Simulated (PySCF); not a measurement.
Mapped SMILES: `[CH2:1]=[CH:2][P@:3]1(=[NH:4])[CH2:5][CH2:6][Si@@H:7]([F:8])[CH2:9][CH2:10]1`. Hydrogens are named by the atom that carries them. Ha(C5), Ha(C6), Ha(C9), Ha(C10) are cis to F8 on the ring; Ha(C1) is cis to P3; Hb(C5), Hb(C6), Hb(C9), Hb(C10) are trans to F8 on the ring; Hb(C1) is trans to P3.

- GFN2-xTB geometry
- σ from GIAO-PBE0/pcSseg-1
- program: PySCF 2.14
- isolated molecule, non-relativistic Hamiltonian, one computed conformer, fast rotation and ring inversion assumed for equivalent nuclei

Scale: TMS for ¹³C (σ = 186.93 ppm), ¹H (σ = 31.72 ppm), ²⁹Si (σ = 349.16 ppm); ³¹P (σ = 318.38 ppm) against H3PO4; NH3 for ¹⁵N (σ = 267.73 ppm); ¹⁹F (σ = 170.95 ppm) against CFCl3 (reference shieldings calculated alike).

| atoms | nucleus | count | δ (ppm) |
| --- | --- | --- | --- |
| P3 | ³¹P | 1 | -10.9 |
| Ha(C5)/Ha(C10) | ¹H | 2 | 2.02 |
| Si7 | ²⁹Si | 1 | 15.0 |
| C2 | ¹³C | 1 | ? |
| Ha(C1) | ¹H | 1 | ? |
| H(Si7) | ¹H | 1 | 5.18 |
| Hb(C5)/Hb(C10) | ¹H | 2 | 1.52 |
| F8 | ¹⁹F | 1 | -203.1 |
| Hb(C1) | ¹H | 1 | 6.17 |
| H(N4) | ¹H | 1 | -0.12 |
| Ha(C6)/Ha(C9) | ¹H | 2 | ? |
| C6/C9 | ¹³C | 2 | ? |
| C5/C10 | ¹³C | 2 | 29.3 |
| C1 | ¹³C | 1 | 133.8 |
| H(C2) | ¹H | 1 | 6.60 |
| Hb(C6)/Hb(C9) | ¹H | 2 | 1.21 |
| N4 | ¹⁵N | 1 | ? |

Fill in the missing shifts.

Answers


- C2: 153.6 ppm, alkene CH; as expected for a trigonal carbon in a double bond
- C6/C9: 9.7 ppm, sp3 CH2 bonded to Si; an electropositive neighbour leaves it electron-rich and shielded
- Ha(C1): 5.63 ppm, hydrogen on a terminal =CH2 carbon; olefinic region
- Ha(C6)/Ha(C9): 2.24 ppm, hydrogen on an sp3 CH2 bonded to Si
- N4: 31.7 ppm, nitrogen bonded to P, H

OH and NH positions are those of a molecule without intermolecular hydrogen bonds; in solution they move with solvent, concentration and temperature, and exchange usually removes their couplings. Shifts are as computed. Against solution values, carbons near 30 ppm lie about +3 ppm off and those near 130 ppm about +5 ppm. Of 1211 compounds with measured shifts, 218 miss one by over three times the rms of a fit or turn the order of signals round; such compounds aren't used in these exercises. Unscaled 19F shifts against computed CFCl3 carry errors that often reach 10 to 50 ppm. Experimental scales use liquid or dissolved standards, which lie at an offset from isolated NH3 (liquid NH3: subtract about 20 ppm) and H3PO4.
